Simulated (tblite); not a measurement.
Species: C₃H₈BN.
Bonds: N1–B2, B2–C3, C3–C4, C4–C5, C3–C5. Hydrogens: H6, H7 on N1; H8 on B2; H9 on C3; H10, H11 on C4; H12, H13 on C5.

Computed with GFN2-xTB (tblite), gas phase: L-BFGS steps from a force-field or distance-geometry start until the largest atomic force falls under 0.01 eV/Å.

Step 22: E = -398.6535 eV
```
atom  x, y, z in Å  |  force x, y, z in eV/Å
N1      2.3075    0.0418    0.1102    0.002   0.085   0.036
B2      1.0446   -0.0605    0.6728   -0.009  -0.013  -0.182
C3     -0.1800   -0.2127   -0.3114   -0.020  -0.029   0.043
C4     -1.5773   -0.5709    0.1540    0.209  -0.166   0.043
C5     -1.3418    0.7506   -0.4694    0.235   0.070  -0.024
H6      3.1768    0.0226    0.6199   -0.123   0.097   0.026
H7      2.4487    0.1994   -0.8728    0.025  -0.142  -0.100
H8      0.9857   -0.1150    1.8412   -0.165  -0.005   0.025
H9      0.1056   -0.6815   -1.2567   -0.111   0.060   0.114
H10    -1.7715   -0.5967    1.2139    0.052  -0.073   0.059
H11    -2.1092   -1.3204   -0.4095   -0.113  -0.038  -0.004
H12    -1.7310    0.9133   -1.4604    0.027   0.081  -0.139
H13    -1.3626    1.6303    0.1507   -0.010   0.073   0.102
```

Step 23: E = -398.6597 eV
```
atom  x, y, z in Å  |  force x, y, z in eV/Å
N1      2.3106    0.0412    0.1111   -0.084   0.084  -0.037
B2      1.0456   -0.0666    0.6727    0.041   0.037  -0.090
C3     -0.1797   -0.2135   -0.3116    0.036  -0.036   0.046
C4     -1.5735   -0.5730    0.1531    0.109  -0.105   0.024
C5     -1.3368    0.7518   -0.4715    0.111   0.049   0.008
H6      3.1814    0.0329    0.6171   -0.110   0.081   0.065
H7      2.4521    0.1929   -0.8752   -0.007  -0.150  -0.006
H8      0.9750   -0.1148    1.8470   -0.116  -0.007  -0.126
H9      0.0987   -0.6780   -1.2579   -0.050   0.011   0.044
H10    -1.7683   -0.5981    1.2130    0.057  -0.054   0.064
H11    -2.1143   -1.3210   -0.4054   -0.071  -0.022  -0.019
H12    -1.7298    0.9178   -1.4636    0.073   0.051  -0.053
H13    -1.3654    1.6288    0.1533    0.012   0.060   0.079
```

Step 24: E = -398.6642 eV
```
atom  x, y, z in Å  |  force x, y, z in eV/Å
N1      2.3104    0.0430    0.1108   -0.028   0.078  -0.090
B2      1.0467   -0.0697    0.6699    0.000   0.059   0.053
C3     -0.1785   -0.2141   -0.3102    0.042  -0.030   0.007
C4     -1.5683   -0.5761    0.1531   -0.008  -0.010   0.004
C5     -1.3313    0.7534   -0.4731   -0.005   0.005   0.076
H6      3.1806    0.0416    0.6176   -0.100   0.073   0.075
H7      2.4548    0.1849   -0.8773   -0.022  -0.142   0.031
H8      0.9666   -0.1160    1.8474   -0.077  -0.002  -0.202
H9      0.0930   -0.6751   -1.2563    0.013  -0.044  -0.050
H10    -1.7650   -0.6007    1.2130    0.063  -0.037   0.058
H11    -2.1184   -1.3210   -0.4024   -0.021  -0.003  -0.023
H12    -1.7278    0.9214   -1.4658    0.111   0.027   0.013
H13    -1.3672    1.6289    0.1557    0.031   0.026   0.048
```

Step 25: E = -398.6677 eV
```
atom  x, y, z in Å  |  force x, y, z in eV/Å
N1      2.3098    0.0459    0.1091    0.000   0.059  -0.042
B2      1.0471   -0.0698    0.6677   -0.012   0.056   0.087
C3     -0.1772   -0.2145   -0.3090    0.023  -0.030  -0.038
C4     -1.5645   -0.5785    0.1535   -0.092   0.052  -0.001
C5     -1.3276    0.7547   -0.4727   -0.079  -0.026   0.086
H6      3.1771    0.0495    0.6210   -0.094   0.071   0.053
H7      2.4569    0.1756   -0.8797   -0.017  -0.121   0.015
H8      0.9607   -0.1188    1.8444   -0.051   0.012  -0.191
H9      0.0893   -0.6736   -1.2555    0.050  -0.068  -0.099
H10    -1.7616   -0.6032    1.2143    0.067  -0.028   0.030
H11    -2.1215   -1.3212   -0.4011    0.023   0.023  -0.010
H12    -1.7248    0.9241   -1.4674    0.137   0.007   0.083
H13    -1.3681    1.6303    0.1577    0.045  -0.007   0.027
```

**Question.** Estimate the geometry and energy of step 26. (The exact step hangs on the optimiser's Hessian estimate; all steps are aligned on step 25, rigid shifts and turns removed.)

**Answer.** E = -398.6727 eV, largest force 0.188 eV/Å
```
atom  x, y, z in Å  |  force x, y, z in eV/Å
N1      2.3080    0.0500    0.1072    0.073   0.042   0.002
B2      1.0476   -0.0685    0.6645   -0.080   0.029   0.081
C3     -0.1751   -0.2161   -0.3082   -0.033  -0.031  -0.102
C4     -1.5608   -0.5814    0.1541   -0.152   0.109  -0.006
C5     -1.3235    0.7558   -0.4700   -0.122  -0.051   0.091
H6      3.1710    0.0635    0.6263   -0.077   0.064   0.024
H7      2.4589    0.1595   -0.8825   -0.005  -0.091  -0.010
H8      0.9504   -0.1219    1.8364   -0.016   0.036  -0.102
H9      0.0850   -0.6726   -1.2566    0.084  -0.079  -0.133
H10    -1.7549   -0.6070    1.2162    0.062  -0.021   0.006
H11    -2.1256   -1.3209   -0.3994    0.069   0.049   0.004
H12    -1.7170    0.9284   -1.4672    0.135  -0.011   0.131
H13    -1.3683    1.6317    0.1614    0.063  -0.045   0.013
```

The energy changes by -0.0050 eV. The first-order estimate −F·Δx gives -0.0068 eV and the mean of the old and new forces, exact on a quadratic surface, -0.0050 eV. The step makes an angle of 58° with the force vector and moves no atom by more than 0.016 Å.

The cost below is that of the whole relaxation. Hardware: Arm Neoverse N1, one thread, no GPU, shared host. Cost: 0.51 s wall.
